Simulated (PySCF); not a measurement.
# Spectroscopy problems

[PySCF: NMR shieldings at PBE0/pcSseg-1/GIAO; GFN2-xTB geometry; no relativistic terms; no solvent; single conformer; equivalent nuclei averaged]

Chemical shifts δ = σref − σ; 1H (σref 31.72), 13C (σref 186.93) against TMS, all at this level. Splittings of carbon signals by F and P are missing where no couplings were computed. Where no couplings were computed, multiplicities follow the n + 1 count of equivalent neighbours, and m marks all less simple cases (inequivalent or close neighbours, rings, F or P nearby). Shifts are as computed. Against solution values, carbons near 30 ppm lie about +3 ppm off and those near 130 ppm about +5 ppm. Of 1309 compounds with measured shifts, 239 miss one by over three times the rms of a fit or turn the order of signals round; such compounds aren't used in these exercises.

(1) C$_{4}$H$_{4}$F$_{4}$. 1H NMR (400 MHz, computed): δ 6.95 (m, 1H), 5.96 (m, 1H), 5.88 (m, 2H). 13C{1H} NMR (computed): δ 154.8, 131.8, 126.4, 83.8. What is it?

(2) C$_{4}$H$_{4}$F$_{4}$. 1H NMR (600 MHz, computed): δ 6.40 (m, 1H), 6.27 (m, 1H), 5.74 (m, 2H). 13C{1H} NMR (computed): δ 164.3, 122.3, 117.4, 81.4. Identify the compound.

## Answers

(1) SMILES FC/C=C\C(F)(F)F. The formula gives 1 degree of unsaturation (no ring in the answer). 4 carbon signals for 4 carbons: no two carbons are equivalent. Carbon types of the structure: 1 × C, 2 × CH, 1 × CH2, which accounts for all hydrogens. δC 154.8, 126.4: alkene CH; an sp2 carbon of a C=C bond. δC 131.8: CF3 carbon; 3 electronegative neighbours deshield it. δC 83.8: allylic sp3 CH2 bonded to F; pulled downfield by the heteroatom. δH 6.95, 5.96: hydrogen on an alkene CH; a vinylic proton, deshielded by the sp2 carbon and the C=C anisotropy.

The shifts were computed for this structure.

(2) SMILES FC/C=C(\F)C(F)F. The formula gives 1 degree of unsaturation (no ring in the answer). 4 carbon signals for 4 carbons: no two carbons are equivalent. Carbon types of the structure: 1 × C, 2 × CH, 1 × CH2, which accounts for all hydrogens. δC 164.3: fully substituted alkene carbon; an sp2 carbon of a C=C bond. δC 122.3: alkene CH; as expected for a trigonal carbon in a double bond. δC 117.4: allylic sp3 CH bonded to 2 F; 2 electronegative neighbours deshield it. δC 81.4: allylic sp3 CH2 bonded to F; pulled downfield by the heteroatom.

The data come from this structure; uniqueness wasn't tested.
